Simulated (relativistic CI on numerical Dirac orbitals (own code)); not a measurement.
Hyperfine structure of Hg XXV, mass number 199

Method of calculation: Dirac-Coulomb-Breit CI, separate exchange-only KLI orbitals for each configuration, QED by a radiative potential, unscaled Slater integrals (own radial code, finite nucleus).

CI space (outside the closed core [Ar] 3d10): 4s2.4p6.4d10.4f10, 4s2.4p6.4d10.4f9.5s, 4s2.4p6.4d10.4f8.5s2, 4s2.4p6.4d9.4f11, 4s2.4p6.4d8.4f12, 4s2.4p5.4d10.4f11, 4s2.4p6.4d10.4f9.6s, 4s.4p6.4d10.4f11, 4s2.4p4.4d10.4f12, 4p6.4d10.4f12, 4s.4p6.4d9.4f12, 4s.4p5.4d10.4f12. Levels of other configurations are missing.

Nuclear spin I = 1/2, μ = 0.5039 μN (tables of Stone and Pyykkö). The electronic factors are computed for point nuclear moments, without core polarisation or the Bohr-Weisskopf and QED corrections.

| Level | E (eV) | A (MHz) |
| --- | --- | --- |
| 4s2.4p6.4d10.4f10 5I_8 | 0.0000 | 2680 |
| 4s2.4p6.4d10.4f10 5I_7 | 3.6801 | 2947 |
| 4s2.4p6.4d10.4f10 5I_6 | 4.9363 | 3004 |
| 4s2.4p6.4d10.4f10 5I_5 | 6.8746 | 3160 |
| 4s2.4p6.4d10.4f10 5G_6 | 8.0490 | 2658 |
| 4s2.4p6.4d10.4f10 5F_3 | 8.5623 | 2371 |

Levels with J = 0, under 50 % of one LS term, or S terms without an open s electron are left out. Small factors come from cancelling terms and can be off by tens of per cent or more.

At this charge energies of transitions that change n are usually good to better than 1 %, and those within a shell (Δn = 0) to a few per cent. Terms inside the open d or f shell come out 10 to 20 % too wide with unscaled integrals.

Task: Give the hyperfine levels of 4s2.4p6.4d10.4f10 5I_8 relative to its centre of gravity.

Result: With K = F(F + 1) − I(I + 1) − J(J + 1), E = AK/2: F = 15/2: -12060, F = 17/2: 10720 MHz.

LS names give the leading component of a level, which can be under half, so a name can repeat, a term be missing and a line seem to break the LS rules.
